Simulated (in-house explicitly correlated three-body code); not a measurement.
Computed with an exponentially correlated three-body code. Model: two electrons around a point charge, non-relativistic, variational in 260 exponentially correlated functions (energies converged to about 1e-7 hartree, or 1e-8 relative for large Z).

Command:
```bash
python run_hyl.py task.json out
```
Settings (lengths in bohr, energies in hartree):
```
Z                      6
nuclear_mass           50
interaction_strength   1
functions              260
states_tried           13
```

Time taken, with all properties: 27 s on 1 thread of Intel(R) Xeon(R) Platinum 8375C CPU @ 2.90GHz (Ice Lake), with other jobs on the host.

**Those bound S and P states to n = 4 that converged, binding against the one-electron ion.**

Given: nuclear charge 6; mass of the centre 50 electron masses.

Computed: one-electron threshold -17.6470588 hartree.

```tsv
term	energy (hartree)	binding (eV)
1 1S	-31.7599694	384.03
2 3S	?	?
2 3P	-20.8451864	87.025
2 1S	-20.8059912	85.959
2 1P	-20.6458093	81.6
3 3S	-19.0886632	39.228
3 3P	-19.0455511	38.055
3 1S	-19.0372398	37.829
3 1P	?	?
4 3S	-18.4459226	21.738
```

Task: What belongs in the row 2 3S?

Result: energy (hartree): -21.0001422; binding (eV): 91.242.

Task: What belongs in the row 3 1P?

Result: energy (hartree): -18.9916879; binding (eV): 36.589.

**Converged states only, values per electron or pair.**

| term | mean r (bohr) | mean r squared (bohr²) | mean inverse r (1/bohr) | mean r12 (bohr) | mean inverse r12 (1/bohr) | mean cosine | mean p1 dot p2 (bohr⁻²) | delta r1 (bohr⁻³) | delta r12 (bohr⁻³) |
| --- | --- | --- | --- | --- | --- | --- | --- | --- | --- |
| 1 1S | 0.2722 | 0.099664 | 5.5752 | 0.40171 | 3.3829 | -0.014461 | 0.42747 | 57.887 | 5.833 |
| 2 3S | 0.69069 | 0.78208 | 3.5842 | 1.1665 | 1.0104 | -0.0032697 | 0.0122 | 35.362 | - |
| 2 3P | ? | ? | ? | ? | ? | ? | ? | ? | - |
| 2 1S | 0.72169 | 0.86688 | 3.5631 | 1.2178 | 1.145 | -0.0082638 | -0.065325 | 35.096 | 0.93975 |
| 2 1P | 0.65021 | 0.69793 | 3.5424 | 1.0674 | 1.2166 | 0.040505 | 1.6226 | 32.514 | 0.20639 |
| 3 3S | 1.4306 | 3.8986 | 3.222 | 2.6229 | 0.48697 | -0.00063781 | -0.017098 | 33.236 | - |
| 3 3P | ? | ? | ? | ? | ? | ? | ? | ? | - |
| 3 1S | 1.4762 | 4.1767 | 3.2164 | 2.7115 | 0.5226 | -0.0020419 | -0.034585 | 33.18 | 0.27534 |
| 3 1P | 1.4187 | 3.8856 | 3.2107 | 2.5947 | 0.54473 | 0.011164 | 0.41671 | 32.412 | 0.069558 |
| 4 3S | 2.4764 | 12.454 | 3.0979 | 4.7069 | 0.283 | -3.9667e-05 | -0.015056 | 32.742 | - |

Task: What belongs in the row 2 3P?

Result: mean r (bohr): 0.61284; mean r squared (bohr²): 0.61048; mean inverse r (1/bohr): 3.5734; mean r12 (bohr): 1.0271; mean inverse r12 (1/bohr): 1.191; mean cosine: -0.066619; mean p1 dot p2 (bohr⁻²): -2.0575; delta r1 (bohr⁻³): 31.998.

Task: What belongs in the row 3 3P?

Result: mean r (bohr): 1.3676; mean r squared (bohr²): 3.587; mean inverse r (1/bohr): 3.2186; mean r12 (bohr): 2.5004; mean inverse r12 (1/bohr): 0.53262; mean cosine: -0.015367; mean p1 dot p2 (bohr⁻²): -0.50053; delta r1 (bohr⁻³): 32.306.
